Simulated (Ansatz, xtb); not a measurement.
Two isomers of CH8ClPSi2

Structure I is `C[Si@]([SiH3])(P)Cl`, a singlet and structure II is `[SiH3]C[Si@H](P)Cl`, a singlet. Both are isolated molecules in the gas phase, relaxed with B3LYP-D3(BJ)/def2-SVP; the shapes shown needn't be the lowest conformers.

I (Å):

```yaml
atoms:
  - { symbol: C, position_ang: [-0.9500, -1.1003, 1.7863] }
  - { symbol: Cl, position_ang: [-2.7589, -0.7437, -0.8703] }
  - { symbol: P, position_ang: [-3.5434, 1.0683, 2.0242] }
  - { symbol: Si, position_ang: [-1.8504, 0.2003, 0.7729] }
  - { symbol: Si, position_ang: [-0.4185, 1.8331, -0.1125] }
  - { symbol: H, position_ang: [-1.6569, -1.8665, 2.1416] }
  - { symbol: H, position_ang: [-0.4658, -0.6372, 2.6618] }
  - { symbol: H, position_ang: [-0.1747, -1.5948, 1.1804] }
  - { symbol: H, position_ang: [0.2507, 2.5721, 1.0015] }
  - { symbol: H, position_ang: [0.6303, 1.2159, -0.9781] }
  - { symbol: H, position_ang: [-1.2162, 2.8004, -0.9207] }
  - { symbol: H, position_ang: [-2.6498, 1.8634, 2.8126] }
  - { symbol: H, position_ang: [-3.8127, 2.1251, 1.1005] }
```

II (Å):

```yaml
atoms:
  - { symbol: C, position_ang: [0.1366, -0.5141, -0.0459] }
  - { symbol: Cl, position_ang: [1.2513, 2.3238, -1.1240] }
  - { symbol: P, position_ang: [2.3198, -0.6338, -2.6552] }
  - { symbol: Si, position_ang: [-0.9561, 0.4414, 1.1729] }
  - { symbol: Si, position_ang: [0.5885, 0.4015, -1.6154] }
  - { symbol: H, position_ang: [-2.1020, 1.0625, 0.4471] }
  - { symbol: H, position_ang: [-1.4963, -0.4926, 2.2041] }
  - { symbol: H, position_ang: [-0.1704, 1.5068, 1.8517] }
  - { symbol: H, position_ang: [-0.3889, -1.4399, -0.3428] }
  - { symbol: H, position_ang: [1.0608, -0.8198, 0.4740] }
  - { symbol: H, position_ang: [-0.6129, 0.5670, -2.4784] }
  - { symbol: H, position_ang: [1.4871, -1.6987, -3.1286] }
  - { symbol: H, position_ang: [2.1816, 0.1299, -3.8551] }
```

Which of the two would you expect CCSD(T)/def2-SVP + ΔMP2/def2-TZVPP electronic energies to favour?

Too close to call at this level: CCSD(T)/def2-SVP + ΔMP2/def2-TZVPP gives E(II) − E(I) = −0.28 kcal/mol.

The same difference at several levels:

| level | geometry | E(II) − E(I) (kcal/mol) | departure from the last row (kcal/mol) | job, with rough time for the two |
| --- | --- | --- | --- | --- |
| GFN2-xTB | GFN2-xTB | −4.76 | −4.48 | optimisation, 0.69 s |
| HF/STO-3G | GFN2-xTB | +4.98 | +5.26 | single point, 0.9 s |
| r2SCAN-D4/def2-SVP | GFN2-xTB | +1.59 | +1.87 | single point, 6.2 s |
| B3LYP-D3(BJ)/def2-SVP | B3LYP-D3(BJ)/def2-SVP | +1.18 | +1.46 | optimisation, 2.4 min |
| HF/def2-SVP | B3LYP-D3(BJ)/def2-SVP | −1.86 | −1.58 | part of the CCSD(T) run |
| MP2/def2-SVP | B3LYP-D3(BJ)/def2-SVP | −1.17 | −0.89 | part of the CCSD(T) run |
| CCSD(T)/def2-SVP | B3LYP-D3(BJ)/def2-SVP | −0.21 | +0.07 | single point |
| CCSD(T)/def2-SVP + ΔMP2/def2-TZVPP | B3LYP-D3(BJ)/def2-SVP | −0.28 |  | single point, 67 s |

As drawn, II has 1 C–Si, 1 Si–H in place of 1 Si–Si, 1 C–H.

The largest departure from CCSD(T)/def2-SVP + ΔMP2/def2-TZVPP is that of HF/STO-3G, 5.26 kcal/mol. The last row adds to CCSD(T) the change of the MP2 difference between the two basis sets, here −0.07 kcal/mol.

With thermal terms from frequencies at re-optimised GFN2-xTB minima (ideal gas, soft modes damped towards free rotors, one conformer each, 298.15 K, 1 atm): on the last row, ΔE + ΔZPE = −1.35, ΔH = −1.91, ΔG = −0.66 kcal/mol.

The correlated steps freeze 21 core orbitals. Programs: Ansatz 0.2.0, xtb 6.7.1; the last row on 2 threads of Intel(R) Xeon(R) Processor @ 2.70GHz on a shared host.
